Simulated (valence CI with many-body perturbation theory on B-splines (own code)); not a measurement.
**La LII: magnetic and hyperfine properties of the levels**

Calculated by valence CI with perturbative core correlation (CI+MBPT): four valence electrons over a frozen Dirac-Fock core [He], a basis of 11 s, 11 p, 9 d, 7 f, 5 g, 2 h, 1 i functions for each j, with the one-electron correlation potential Σ1, the two-electron term Σ2, the three-electron term Σ3, Breit, model QED; selected CI, second order for the rest (own B-spline code, finite nucleus).

The last digits are not significant, and no measured levels were compared; by estimate large intervals hold to a few tenths of a per cent, small ones and those within an open d or f shell to about a per cent. Among the levels kept, up to 270 cm⁻¹ of a level comes from second order outside the variational space, and about a tenth of that is noise between levels of different J, which matters for small intervals.

A/g_I is the dipole constant over the nuclear g factor μ/I (μ in nuclear magnetons, uniformly magnetised nucleus), B/Q the quadrupole constant per barn. Both hold the static response of the core; the bare values leave it out. Large factors of s and p1/2 electrons are usually good to 5 to 10 %; those of open d and f shells near neutrality can be off by tens of per cent, and small factors of p3/2, d and f electrons come from cancelling terms and can be off by a factor of two or in sign, in half-filled shells by more. B is blank for J = 1/2, where it vanishes, and for nearly pure S terms. Energies count from the lowest level. Levels with J = 0 are left out.

Levels are named by their leading jj configuration (3d3/2^4 stands for four electrons in 3d with j = 3/2), which in mixed levels can hold well under half, so a name can repeat and another be missing. Letters in brackets count levels of one name in rising energy.

```csv
Level,E (eV),g,A/g_I (MHz),A/g_I bare,B/Q (MHz/b),B/Q bare
(2s^2 2p1/2 2p3/2) J=1,425.9,1.482,-170000,-154000,348000,348000
(2s^2 2p1/2 2p3/2) J=2,442.2,1.160,889000,892000,617000,618000
(2s 2p1/2^2 2p3/2) J=2,627.3,1.553,2160000,2150000,625000,627000
(2s 2p1/2^2 2p3/2) J=1,691.8,1.091,-1440000,-1400000,436000,437000
(2s^2 2p3/2^2) J=2,881.9,1.297,369000,378000,76000,76200
(2s 2p1/2 2p3/2^2) J=2 [a],1034.8,1.547,1590000,1580000,216000,217000
(2s 2p1/2 2p3/2^2) J=3,1071.6,1.311,1940000,1930000,-1410,-1440
(2s 2p1/2 2p3/2^2) J=1 [a],1128.1,1.297,-1220000,-1180000,-348000,-349000
(2s 2p1/2 2p3/2^2) J=2 [b],1138.3,1.067,-66400,-46400,-147000,-147000
(2s 2p1/2 2p3/2^2) J=1 [b],1141.7,1.339,4250000,4200000,173000,174000
(2p1/2^2 2p3/2^2) J=2,1353.8,1.328,336000,355000,69700,69800
(2s 2p3/2^3) J=2,1537.4,1.415,2220000,2200000,-701000,-702000
(2s 2p3/2^3) J=1,1598.6,1.191,-1480000,-1440000,-259000,-260000
(2p1/2 2p3/2^3) J=1,1790.0,1.482,-197000,-169000,-344000,-345000
(2p1/2 2p3/2^3) J=2,1806.8,1.129,888000,895000,-760000,-762000
(2s^2 2p1/2 3s) J=1,5699.7,1.319,2370000,2350000,-12200,-12200
(2s^2 2p1/2 3p1/2) J=1,5757.6,0.650,1630000,1620000,-2930,-2940
(2s 2p1/2^2 3s) J=1,5871.1,1.922,3720000,3670000,34800,34900
(2s^2 2p1/2 3p3/2) J=2,5900.7,1.157,707000,705000,191000,192000
(2s^2 2p1/2 3p3/2) J=1,5907.8,1.641,696000,690000,65100,65200
(2s 2p1/2^2 3p1/2) J=1,5942.0,1.349,3740000,3700000,-1080,-1060
(2s^2 2p1/2 3d3/2) J=2,5949.6,0.752,677000,673000,44200,44600
(2s^2 2p1/2 3d3/2) J=1,5973.0,0.885,-138000,-139000,9790,9960
(2s^2 2p1/2 3d5/2) J=2,5996.1,1.282,-365000,-363000,35700,36100
(2s^2 2p1/2 3d5/2) J=3,5999.2,1.103,439000,436000,28800,29300
(2s 2p1/2^2 3p3/2) J=2,6083.0,1.530,1950000,1930000,188000,188000
(2s 2p1/2^2 3p3/2) J=1,6087.5,1.112,-1760000,-1730000,100000,100000
(2s 2p1/2^2 3d3/2) J=1,6131.3,0.444,-1830000,-1800000,15200,15400
(2s 2p1/2^2 3d3/2) J=2,6136.1,1.152,1820000,1800000,32100,32500
(2s^2 2p3/2 3s) J=2,6150.0,1.482,836000,838000,703000,704000
(2s^2 2p3/2 3s) J=1,6156.3,1.139,-94400,-77200,363000,364000
```

Q: Take the isotope of mass number 139, with I = 7/2, μ = 2.7791 μN, leaving out the quadrupole term. What is the hyperfine structure of (2s 2p1/2 2p3/2^2) J=2 [a]?

A: From the table A = 1260000 MHz. Shifts from the centre of gravity in MHz: F = 3/2: -1.13e+07, F = 5/2: -8190000, F = 7/2: -3780000, F = 9/2: 1890000, F = 11/2: 8820000.
